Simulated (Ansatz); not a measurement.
Input file for Ansatz (a program for electronic structure): R-CCSD(T)/aug-cc-pV(D+d)Z on C2H9FSi (a complex), monomers drawn apart or pushed together. Files ending in .json are basis or fitting sets from the Basis Set Exchange.

Ansatz 0.2 input:
```yaml
crystal:
  periodic: [false, false, false]
  atoms:
    - {symbol: C, position_ang: [-0.68172058, 0.49251266, -0.30165832]}
    - {symbol: F, position_ang: [0.31605755, -0.27142533, 0.29945556]}
    - {symbol: H, position_ang: [-0.48880645, 0.53151060, -1.37406917]}
    - {symbol: H, position_ang: [-1.64547436, 0.02295301, -0.10493167]}
    - {symbol: H, position_ang: [-0.65735704, 1.49457292, 0.12639161]}
    - {symbol: C, position_ang: [1.09876618, -0.99955392, 4.02050405]}
    - {symbol: Si, position_ang: [-0.30452890, 0.23999529, 3.98196736]}
    - {symbol: H, position_ang: [1.96374678, -0.59087848, 4.54616157]}
    - {symbol: H, position_ang: [1.40152103, -1.25592096, 3.00510755]}
    - {symbol: H, position_ang: [0.79457041, -1.91471001, 4.53189151]}
    - {symbol: H, position_ang: [-0.72531838, 0.59579744, 5.36125791]}
    - {symbol: H, position_ang: [-1.48865805, -0.30961031, 3.27726380]}
    - {symbol: H, position_ang: [0.10128602, 1.49193723, 3.29744852]}
basis:
  gaussian:
    orbitals: aug-cc-pV_D+d_Z.json
magnetization: {spin_polarized: false}
correlation: {method: ccsd_t, electrons: outside_noble_gas}
scf: {lower_state_search: off}
```

The head of its log:

```
WARN ansatz: RAYON_NUM_THREADS=1 ignored (pool sized by the plan → 1); use --threads N
Functional definition: HF
these checks for a lower state are left out or cut short: stability, starts, cluster_reference, orbital_swaps, neighbouring_geometries, increment
integrals: 0.75 GiB planned
1784 factors; integrals over basis functions are off by at most 9.0e-4 eV
mean field: 0.61 GiB planned
mean field evaluation 1: about -12768.8795 eV, gradient 3.3e1 eV
mean field evaluation 2: about -12768.9236 eV, gradient 3.3e1 eV
mean field evaluation 4: about -12771.8805 eV, gradient 3.5e0 eV
mean field evaluation 8: about -12771.9227 eV, gradient 2.0e-1 eV
mean field -12771.92285867 eV, -469.3595079359 hartree, gradient 2.3e-6 eV, S^2 0.000000; 0 other end points of the search recorded, 0 dependent functions left out
8 core orbitals not correlated
reference -12771.92285867 eV, -469.3595079359 hartree; 14, 14 occupied and 160, 160 virtual orbitals, 1784 factors
```

### Question
Predict the final total energy.

### Answer
-470.0728 hartree (reference determinant -469.3595, T1 diagnostic 0.011).
